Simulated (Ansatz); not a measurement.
Frontier orbitals of C2H8AlBS.

```json
{"atom": "B1", "x (Å)": "-0.017", "y (Å)": "1.428", "z (Å)": "-0.508"}
{"atom": "C2", "x (Å)": "-0.003", "y (Å)": "0.257", "z (Å)": "0.390"}
{"atom": "C3", "x (Å)": "1.146", "y (Å)": "-0.257", "z (Å)": "1.218"}
{"atom": "Al4", "x (Å)": "-0.469", "y (Å)": "-0.959", "z (Å)": "-1.251"}
{"atom": "S5", "x (Å)": "-1.552", "y (Å)": "-0.601", "z (Å)": "0.855"}
{"atom": "H6", "x (Å)": "1.029", "y (Å)": "1.948", "z (Å)": "-0.778"}
{"atom": "H7", "x (Å)": "-1.037", "y (Å)": "1.819", "z (Å)": "-1.006"}
{"atom": "H8", "x (Å)": "2.078", "y (Å)": "0.144", "z (Å)": "0.819"}
{"atom": "H9", "x (Å)": "1.047", "y (Å)": "0.077", "z (Å)": "2.256"}
{"atom": "H10", "x (Å)": "1.224", "y (Å)": "-1.349", "z (Å)": "1.228"}
{"atom": "H11", "x (Å)": "-1.433", "y (Å)": "-0.544", "z (Å)": "-2.427"}
{"atom": "H12", "x (Å)": "0.401", "y (Å)": "-2.277", "z (Å)": "-1.171"}
{"atom": "H13", "x (Å)": "-2.415", "y (Å)": "0.312", "z (Å)": "0.374"}
```

The species carries charge 0 and has multiplicity 1. The bonds changed during the relaxation, so this is another structure than the one it started from. The geometry is a stationary point of PBE0-D4/def2-TZVP. It is one conformer, not always the lowest. Basis def2-TZVPP, the Gaussian-basis code of Ansatz.

```
 functional  HOMO (eV)  LUMO (eV)  gap (eV)
LDA (SPW92)      -6.25      -1.93      4.32
        PBE      -6.11      -1.72      4.39
     revPBE      -6.05      -1.63      4.42
     r2SCAN      -6.28      -1.46      4.82
       PBE0      -7.13      -0.89      6.24
      BHLYP      -8.01       0.00      8.01
    ωB97M-V      -9.21       0.82     10.03
```

Against PBE, PBE0 changes HOMO and LUMO by −1.02 and +0.84 eV, ωB97M-V by −3.10 and +2.54 eV. A gap of 4.39 eV thus becomes 10.03 eV for the same molecule, so an orbital gap means little without its functional. A positive LUMO is unbound and depends on the basis.
